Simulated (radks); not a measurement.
Effect of the nuclear size on the gold ion Au3+, [Xe] 4f14 5d8. Method: Dirac Kohn-Sham, LDA (Slater exchange, Perdew-Wang correlation), spin-unpolarised, spherical densities, finite nucleus; open shells are shared between the two j in proportion to 2j + 1; Fermi nuclear charge, rms radius 5.4371 fm; computed with a radial shooting solver on a logarithmic mesh with Libxc functionals. The rms radius is varied about that value; shifts are against it.

rms radius (fm)  total energy shift (eV)  density at nucleus (e/bohr^3)  1s1/2 shift (meV)  2s1/2 shift (meV)  5s1/2 shift (meV)  5p1/2 shift (meV)  5d5/2 shift (meV)  6s1/2 (empty) shift (meV)  6p1/2 (empty) shift (meV)
4.627                              -26.9                      2.277e+06             -10800              -1590              -18.4             -0.349              0.249                      -2.88                     -0.127
5.1652                             -9.30                      2.179e+06              -3730               -551              -6.39             -0.121              0.086                     -0.996                     -0.044
5.4371                                 0                      2.134e+06              0.000              0.000              0.000              0.000              0.000                      0.000                      0.000
5.6165                              6.30                      2.107e+06               2530                373               4.32              0.082             -0.058                      0.674                      0.030
6.2907                              31.0                      2.013e+06              12500               1840               21.3              0.408             -0.287                       3.32                      0.147

Slopes of the eigenvalues against <r^2> in GHz/fm^2, as finite differences over the two radii next to the reference (eigenvalue slopes, not the field-shift constants of lines): 1s1/2 311000, 2s1/2 45900, 5s1/2 532, 5p1/2 10.1, 5d5/2 -7.17, 6s1/2 (empty) 83.0, 6p1/2 (empty) 3.67.
